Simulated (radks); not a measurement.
Task: Radial electron density D(r) = 4 pi r^2 rho(r) of an atom or ion with 62 electrons. Calculated with a radial shooting solver on a logarithmic mesh with Libxc functionals: scalar-relativistic Kohn-Sham, PBE, spin-unpolarised, spherical densities, finite nucleus; Fermi nuclear charge, rms radius of each element as measured or else 0.836 A^(1/3) + 0.57 fm.

```
   r/bohr * D(r) (the largest magnitude, 109, reaches the edge; | marks zero)
 0.001286 |  *
 0.001509 |   *
 0.001757 |    *
 0.002062 |     *
   0.0024 |      *
 0.002817 |        *
 0.003279 |          *
 0.003848 |             *
  0.00448 |                *
 0.005257 |                    *
  0.00612 |                        *
 0.007124 |                           *
 0.008361 |                               *
 0.009733 |                                   *
  0.01142 |                                      *
   0.0133 |                                        *
   0.0156 |                                         *
  0.01817 |                                        *
  0.02132 |                                       *
  0.02482 |                                     *
  0.02912 |                                    *
   0.0339 |                                    *
  0.03979 |                                       *
  0.04632 |                                            *
  0.05392 |                                                 *
  0.06328 |                                                     *
  0.07367 |                                                      *
  0.08645 |                                                   *
   0.1006 |                                             *
   0.1181 |                                         *
   0.1375 |                                        *
   0.1613 |                                            *
   0.1878 |                                               *
   0.2204 |                                              *
   0.2566 |                                      *
   0.2987 |                           *
   0.3506 |                    *
   0.4081 |                  *
   0.4789 |                     *
   0.5575 |                      *
   0.6543 |                   *
   0.7617 |              *
   0.8939 |         *
    1.041 |      *
    1.221 |     *
    1.422 |    *
    1.668 |   *
    1.942 | *
    2.261 |*
    2.653 |*
    3.089 *
    3.625 *
     4.22 *
    4.952 *
    5.765 *
    6.765 *
    7.876 *
    9.242 *
    10.76 *
    12.63 *
     14.7 *
```

What is the nuclear charge?

Result: Z = 62. The innermost maximum, from 1s, lies near gamma/Z bohr with gamma = sqrt(1 - (Z/c)^2) = 0.892, here 0.0144 bohr (found: 0.0157), and its height grows with Z. The density is that of neutral samarium in [Xe] 4f6 5d1 6s1; the configuration itself is not fixed sharply by these data, and Z only to a few units. D(r) has 4 maxima, at r = 0.0157, 0.0702, 0.195, 0.540 bohr, and minima at 0.0303, 0.129, 0.389 bohr, inside which lie 1.95, 11.14, 29.16 electrons.
